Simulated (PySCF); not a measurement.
# Finite-field polarisability of Sr (strontium, neutral)

[Kr] 5s2, closed-shell 1S. All numbers are calculated (PySCF 2.14, the spin-free X2C one-electron Hamiltonian (Gaussian nucleus), in aug-cc-pVDZ-X2C). Frozen: [Kr]. Energy changes in a uniform field (μhartree):

```
axis   F (au)        HF       MP2      CCSD   CCSD(T)
   x  0.00093   -99.865   -94.206   -99.793   -99.793
   x  0.00186  -399.982  -377.217  -399.331  -399.331
```

Task: Derive α along x at CCSD(T) from the two fields.

Result: With ΔE = −αF²/2 − γF⁴/24, α = −(16 ΔE(F) − ΔE(2F))/(6F²) = 230.7 bohr³.

Task: And the mean polarisability at each level?

Result: HF 230.8, MP2 217.8, CCSD 230.7, CCSD(T) 230.7 bohr³. Reference: 197.2 ± 0.2 bohr³ (recommended; Schwerdtfeger and Nagle, table of static dipole polarizabilities (2023 update)).

CCSD(T) lies more than 5 % above the reference; correlation of the frozen inner shells, absent here, would lower it.

A double-zeta set is small for polarisabilities.
